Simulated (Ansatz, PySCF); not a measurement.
System: bromosilane, sum formula SiH$_{3}$Br, net charge 0, singlet state. 
Geometry from a B3LYP-D3(BJ)/def2-TZVP (Ansatz, a first-principles code) optimisation:
SMILES: [SiH3]Br
```xyz
5

Si    -1.4775    -0.0217     0.0219
Br     0.7574     0.0111    -0.0112
H     -1.9632     1.3690    -0.0622
H     -1.9472    -0.8065    -1.1360
H     -1.9135    -0.6482     1.2847
```
Charge 0, spin multiplicity 1.

Wanted: atomisation energy (electronic, to ground-state atoms), in kJ/mol. Valence correlation only, unless marked. UHF or UKS for open shells. No spin-orbit coupling. The frozen core is the preceding noble-gas configuration, with the filled d and f shells of earlier blocks. No relativistic terms. The coupled-cluster limit lacks core correlation, which all-electron functionals hold. CBS marks a two-point X^-3 extrapolation of the correlation energy; Hartree-Fock from the larger set.

```json
[
 {"level": "HF/STO-3G", "program": "Ansatz", "atomisation energy (kJ/mol)": "1442.6"},
 {"level": "BLYP-D4/def2-TZVPD", "program": "Ansatz + dftd4", "atomisation energy (kJ/mol)": "1332.2"},
 {"level": "revPBE-D3(BJ)/def2-TZVPD", "program": "Ansatz + dftd3", "atomisation energy (kJ/mol)": "1317.1"},
 {"level": "M06-2X/def2-TZVPD", "program": "PySCF", "atomisation energy (kJ/mol)": "1345.2"}
]
```

Task: Predict the CCSD(T)/CBS(def2-TZVPPD,def2-QZVPPD) result (Ansatz).

Result: 1364.8 kJ/mol
